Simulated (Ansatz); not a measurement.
The inner images of a band of BBrHS (4 atoms, charge 0, multiplicity 2) are given out of order.

Level of theory: Ansatz, UKS PBE-D4/def2-SVP.

Initial state:

```xyz
4
Properties=species:S:1:pos:R:3
S -0.711 0.262 -0.814
B 0.472 -0.102 0.464
Br 0.570 -1.752 1.392
H -0.276 1.532 -1.063
```

Final state:

```xyz
4
Properties=species:S:1:pos:R:3
S -0.776 0.448 -0.963
B -0.340 -0.877 0.116
Br 1.014 -1.027 1.427
H 0.158 1.395 -0.600
```

Problem. Put them in order from the first end to the last, with their energies above the first end.
A.
```xyz
4
Properties=species:S:1:pos:R:3
S -0.773 0.443 -0.939
B -0.297 -0.840 0.160
Br 1.015 -1.152 1.477
H 0.111 1.489 -0.719
```
B.
```xyz
4
Properties=species:S:1:pos:R:3
S -0.765 0.431 -0.894
B -0.154 -0.713 0.245
Br 0.984 -1.398 1.563
H -0.009 1.620 -0.935
```
C.
```xyz
4
Properties=species:S:1:pos:R:3
S -0.776 0.407 -0.877
B -0.041 -0.602 0.283
Br 0.941 -1.500 1.580
H -0.068 1.634 -1.006
```
D.
```xyz
4
Properties=species:S:1:pos:R:3
S -0.785 0.383 -0.880
B 0.085 -0.475 0.308
Br 0.864 -1.591 1.569
H -0.108 1.623 -1.017
```
E.
```xyz
4
Properties=species:S:1:pos:R:3
S -0.773 0.302 -0.877
B 0.358 -0.193 0.396
Br 0.672 -1.713 1.468
H -0.201 1.544 -1.006
```
F.
```xyz
4
Properties=species:S:1:pos:R:3
S -0.797 0.351 -0.894
B 0.226 -0.327 0.343
Br 0.775 -1.662 1.533
H -0.149 1.579 -1.003
```
G.
```xyz
4
Properties=species:S:1:pos:R:3
S -0.767 0.440 -0.915
B -0.238 -0.789 0.203
Br 1.006 -1.278 1.525
H 0.054 1.567 -0.833
```

Solution. E (+0.09 eV), F (+0.35 eV), D (+0.51 eV), C (+0.41 eV), B (+0.25 eV), G (+0.12 eV), A (+0.05 eV).

The run took 91 s on 1 thread of Intel(R) Xeon(R) 6975P-C (Granite Rapids), on a shared host, peak memory 0.15 GiB.
